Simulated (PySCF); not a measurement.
How methods differ on the excitation energy of Bi⁺

Bi⁺ [Xe] 4f14 5d10 6s2 6p2 (3P) → Bi⁺ [Xe] 4f14 5d10 6s1 6p3 (5S), as a difference of total energies. All numbers are calculated (PySCF 2.14, scalar relativity through the core potential, in def2-TZVPPD with the def2 core potential (60 electrons) (7s5p4d2f, 56 functions)). Correlated levels: valence: 5s2 5p6 5d10 frozen; valence and next inner shell: nothing frozen outside the core potential. The calculations carry no spin-orbit coupling.

```
                                method  excitation energy (cm⁻¹)
                                   UHF                     50316
                                   LDA                     72623
                                   PBE                     70068
                                  PBE0                     66379
                                r2SCAN                     64853
                               LC-wPBE                     64139
                                  MN15                     70714
                                 B97-3                     69444
                                 HSE06                     67015
                         MP2 (valence)                     55673
                     SCS-MP2 (valence)                     58079
    MP2 (valence and next inner shell)                     64859
SCS-MP2 (valence and next inner shell)                     65927
```

Spin-orbit coupling is strong in these open shells (close to jj coupling). The scalar numbers leave it out and a first-order estimate fails, so it can dominate the gap to the real levels.
